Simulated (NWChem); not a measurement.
System: NbHO₂Cl₂; SMILES [O]=[Nb]([OH])([Cl])[Cl]

Input file for NWChem:

```
start job
memory heap 200 mb stack 900 mb global 1100 mb
geometry units angstroms noautosym nocenter noautoz
  Nb     0.221018     0.020652     0.000000
  O      0.958487     1.530108     0.000000
  Cl    -1.047482    -0.157434     1.911906
  Cl    -1.047482    -0.157434    -1.911906
  O      1.584204    -1.253299     0.000000
  H      2.546446    -1.189107     0.000000
end
basis spherical
  Nb library sto-3g
  O library sto-3g
  Cl library sto-3g
  H library sto-3g
end
dft
  xc b3lyp
  iterations 150
end
property
  response 1 0.0773
end
task dft property
```

NWChem printed, in part:

```
             Northwest Computational Chemistry Package (NWChem) 7.3.0
             --------------------------------------------------------

                             Geometry "geometry" -> ""
                             -------------------------

 Output coordinates in angstroms (scale by  1.889725989 to convert to a.u.)

  No.       Tag          Charge          X              Y              Z
 ---- ---------------- ---------- -------------- -------------- --------------
    1 Nb                  41.0000     0.22101800     0.02065200     0.00000000
    2 O                    8.0000     0.95848700     1.53010800     0.00000000
    3 Cl                  17.0000    -1.04748200    -0.15743400     1.91190600
    4 Cl                  17.0000    -1.04748200    -0.15743400    -1.91190600
    5 O                    8.0000     1.58420400    -1.25329900     0.00000000
    6 H                    1.0000     2.54644600    -1.18910700     0.00000000

 Effective nuclear repulsion energy (a.u.)     673.3411671186

                              NWChem Property Module
                              ----------------------

                                 NWChem DFT Module
                                 -----------------

 Summary of "ao basis" -> "ao basis" (spherical)
 ------------------------------------------------------------------------------
       Tag                 Description            Shells   Functions and Types
 ---------------- ------------------------------  ------  ---------------------
 Nb                          sto-3g                 11       27   5s4p2d
 O                           sto-3g                  3        5   2s1p
 Cl                          sto-3g                  5        9   3s2p
 H                           sto-3g                  1        1   1s

            General Information
            -------------------
          SCF calculation type: DFT
          Wavefunction type:  closed shell.
          No. of atoms     :     6
          No. of electrons :    92
           Alpha electrons :    46
            Beta electrons :    46
          Charge           :     0
          Spin multiplicity:     1
          Use of symmetry is: off; symmetry adaption is: off
          Maximum number of iterations: 150
          AO basis - number of functions:    56
                     number of shells:    28
          Convergence on energy requested:  1.00D-06
          Convergence on density requested:  1.00D-05
          Convergence on gradient requested:  5.00D-04

              XC Information
              --------------
                         B3LYP Method XC Potential
                     Hartree-Fock (Exact) Exchange  0.200
                        Slater Exchange Functional  0.800 local
                    Becke 1988 Exchange Functional  0.720 non-local
              Lee-Yang-Parr Correlation Functional  0.810
                  VWN I RPA Correlation Functional  0.190 local

             Grid Information
             ----------------
          Grid used for XC integration:  medium
          Radial quadrature: Mura-Knowles
          Angular quadrature: Lebedev.
          Tag              B.-S. Rad. Rad. Pts. Rad. Cut. Ang. Pts.
          ---              ---------- --------- --------- ---------
          Nb                  1.45      123           8.0       590
          O                   0.60       49           8.0       434
          Cl                  1.00       88          10.0       590
          H                   0.35       45          10.0       434
          Grid pruning is: on
          Number of quadrature shells:   442
          Spatial weights used:  Erf1

      Superposition of Atomic Density Guess
      -------------------------------------

 Sum of atomic energies:       -4772.94126537

      Non-variational initial energy
      ------------------------------

 Total energy =   -4772.881567
 1-e energy   =   -7957.152412
 2-e energy   =    2510.929678
 HOMO         =      -0.279320
 LUMO         =       0.184126

   convergence    iter        energy       DeltaE   RMS-Dens  Diis-err
 ---------------- ----- ----------------- --------- --------- ---------
 d= 0,ls=0.0,diis     1  -4776.9411656746 -5.45D+03  9.62D-02  2.76D+00
 d= 0,ls=0.0,diis     2  -4770.1864737491  6.75D+00  8.09D-02  4.38D+01
 d= 0,ls=0.0,diis     3  -4777.3322175671 -7.15D+00  2.16D-02  5.10D-01
 d= 0,ls=0.0,diis     4  -4777.4209969417 -8.88D-02  7.00D-03  9.14D-02
 d= 0,ls=0.0,diis     5  -4777.4368451389 -1.58D-02  2.34D-03  1.70D-02
  Resetting Diis
 d= 0,ls=0.0,diis     6  -4777.4387355872 -1.89D-03  5.43D-04  6.51D-03
 d= 0,ls=0.0,diis     7  -4777.4394024776 -6.67D-04  1.79D-03  1.27D-03
 d= 0,ls=0.0,diis     8  -4777.4375948744  1.81D-03  1.40D-03  1.53D-02
 d= 0,ls=0.0,diis     9  -4777.4395630295 -1.97D-03  5.88D-05  6.38D-06
 d= 0,ls=0.0,diis    10  -4777.4395642404 -1.21D-06  1.59D-05  6.20D-07
 d= 0,ls=0.0,diis    11  -4777.4395643051 -6.47D-08  7.41D-06  1.50D-07

         Total DFT energy =    -4777.439564305103
      One electron energy =    -7953.987307039128
           Coulomb energy =     2694.258314164573
    Exchange-Corr. energy =     -191.051738549113
 Nuclear repulsion energy =      673.341167118564

 Numeric. integr. density =       91.999999102796

                       DFT Final Molecular Orbital Analysis
                       ------------------------------------

 Vector   44  Occ=2.000000D+00  E=-2.424272D-01
              MO Center= -5.6D-01, -3.6D-01, -1.3D-07, r^2= 5.0D+00
   Bfn.  Coefficient  Atom+Function         Bfn.  Coefficient  Atom+Function
  ----- ------------  ---------------      ----- ------------  ---------------
    39      0.496360  3 Cl px                48     -0.496360  4 Cl px
    55     -0.431153  5 O  pz                41      0.315828  3 Cl pz
    50      0.315828  4 Cl pz                40     -0.292109  3 Cl py
    49      0.292109  4 Cl py                35     -0.136916  3 Cl px
    44      0.136916  4 Cl px                37     -0.087268  3 Cl pz

 Vector   45  Occ=2.000000D+00  E=-2.419326D-01
              MO Center= -4.6D-01,  3.1D-01,  1.7D-07, r^2= 4.8D+00
   Bfn.  Coefficient  Atom+Function         Bfn.  Coefficient  Atom+Function
  ----- ------------  ---------------      ----- ------------  ---------------
    40      0.582378  3 Cl py                49      0.582378  4 Cl py
    31     -0.470756  2 O  py                29     -0.164902  2 O  s
    36     -0.160945  3 Cl py                45     -0.160945  4 Cl py
    12     -0.135382  1 Nb py                23      0.127669  1 Nb d -2
    39      0.119952  3 Cl px                48      0.119952  4 Cl px

 Vector   46  Occ=2.000000D+00  E=-2.361306D-01
              MO Center= -6.2D-01,  1.8D-01, -1.9D-07, r^2= 4.9D+00
   Bfn.  Coefficient  Atom+Function         Bfn.  Coefficient  Atom+Function
  ----- ------------  ---------------      ----- ------------  ---------------
    40      0.558055  3 Cl py                49     -0.558055  4 Cl py
    32     -0.437631  2 O  pz                41      0.257425  3 Cl pz
    50      0.257425  4 Cl pz                39      0.205379  3 Cl px
    48     -0.205379  4 Cl px                36     -0.153723  3 Cl py
    45      0.153723  4 Cl py                24     -0.078627  1 Nb d -1

 Vector   47  Occ=0.000000D+00  E= 1.392360D-02
              MO Center=  5.4D-02, -1.5D-02, -1.8D-09, r^2= 2.2D+00
   Bfn.  Coefficient  Atom+Function         Bfn.  Coefficient  Atom+Function
  ----- ------------  ---------------      ----- ------------  ---------------
    25      0.706911  1 Nb d  0              27     -0.521394  1 Nb d  2
    39     -0.311297  3 Cl px                48     -0.311297  4 Cl px
    15      0.295849  1 Nb px                54      0.249536  5 O  py
    11     -0.202513  1 Nb px                31     -0.166155  2 O  py
    30      0.152229  2 O  px                20     -0.126863  1 Nb d  0

 Vector   48  Occ=0.000000D+00  E= 2.618174D-02
              MO Center=  3.9D-01, -1.9D-01,  6.9D-10, r^2= 2.0D+00
   Bfn.  Coefficient  Atom+Function         Bfn.  Coefficient  Atom+Function
  ----- ------------  ---------------      ----- ------------  ---------------
    24      0.678253  1 Nb d -1              26      0.596642  1 Nb d  1
    55      0.458094  5 O  pz                32     -0.187822  2 O  pz
    40     -0.174439  3 Cl py                41      0.173809  3 Cl pz
    49      0.174439  4 Cl py                50      0.173809  4 Cl pz
    17     -0.158487  1 Nb pz                19     -0.122015  1 Nb d -1

 Vector   49  Occ=0.000000D+00  E= 7.545004D-02
              MO Center=  3.1D-01,  3.6D-01,  2.7D-09, r^2= 2.0D+00
   Bfn.  Coefficient  Atom+Function         Bfn.  Coefficient  Atom+Function
  ----- ------------  ---------------      ----- ------------  ---------------
    26      0.684665  1 Nb d  1              24     -0.589724  1 Nb d -1
    32      0.566683  2 O  pz                41      0.260821  3 Cl pz
    50      0.260821  4 Cl pz                21     -0.121589  1 Nb d  1
    19      0.105012  1 Nb d -1              17     -0.104367  1 Nb pz
    39     -0.085667  3 Cl px                48      0.085667  4 Cl px

     Multipole analysis of the density
     ---------------------------------

     L   x y z        total         alpha         beta         nuclear
     -   - - -        -----         -----         ----         -------
     0   0 0 0     -0.000000    -46.000000    -46.000000     92.000000

     1   1 0 0      1.585614      4.255424      4.255424     -6.925233
     1   0 1 0     -0.293253      3.142119      3.142119     -6.577492
     1   0 0 1     -0.000000     -0.000000     -0.000000      0.000000

     2   2 0 0    -37.543925   -149.508309   -149.508309    261.472693
     2   1 1 0     -2.474569      1.235819      1.235819     -4.946208
     2   1 0 1      0.000000      0.000000      0.000000      0.000000
     2   0 2 0    -41.848807    -80.864859    -80.864859    119.880911
     2   0 1 1      0.000000      0.000000      0.000000      0.000000
     2   0 0 2    -47.032084   -245.427468   -245.427468    443.822853

 *** CALLING NEW AORESP DRIVER FOR CLOSED AND OPEN SHELLS ***
 Entering AOResponse driver routine

--------------------------------------------------------------------------------

          -----------------------------------------------
          Solving response equations for perturbing field
          -----------------------------------------------

 number of frequencies:     1
 frequency in a.u.:  0.7730000E-01
 Perturbing field: electric
 Using El. Dipole Length Gauge

 Setting up CPKS with frequency omega =      0.07730000 a.u.

                            NWChem Dynamic CPHF Module
                            --------------------------

    scftype = RHF
    nclosed =   46
      nopen =    0
  variables =      920
  num. vecs =        3
  tolerance =   1.0D-04
  max. iter =   50

 SCF residual:    8.5537364616027655E-005

Iterative solution of linear equations
  No. of variables      920
  No. of equations        3
  Maximum subspace       30
       Convergence  1.0D-04

   iter   nsub   residual    time
   ----  ------  --------  ---------
     1      3    9.86D+00      13.1
     2      6    3.58D+00      17.1
     3      9    4.17D-01      21.1
     4     12    4.53D-02      25.1
     5     15    7.24D-03      29.1
     6     18    3.13D-04      33.0
     7     21    2.64D-05      37.0

 Electric Dipole Response Matrix (nonzero elements):

              1        2        3
    1   39.7933  -1.5376   0.0000
    2   -1.5376  25.0296   0.0000
    3    0.0000   0.0000  42.5903

 ------------------------------------------
 average:        35.80440 + I       0.00000

 DFT Linear Response polarizability / au
 Frequency  =       0.0773000 / au
 Wavelength =     589.4353558 / nm
              X              Y              Z
 -----------------------------------------------
 X      39.7932722     -1.5376219      0.0000000
 Y      -1.5376106     25.0296452      0.0000000
 Z       0.0000000      0.0000000     42.5902780
 -----------------------------------------------
 Eigenvalues =      39.9517141     24.8712033     42.5902780
 Isotropic   =      35.8043984
 Anisotropic =      16.5582220
 -----------------------------------------------

 Magnetic Dipole Response Matrix (nonzero elements):

 Exiting AOResponse driver routine
```

Level: B3LYP/STO-3G, non-relativistic. STO-3G and 3-21G are far too small for this property and stand as cheap habits. The geometry was optimised at PBE0/def2-SVP (def2 core potentials past Kr).
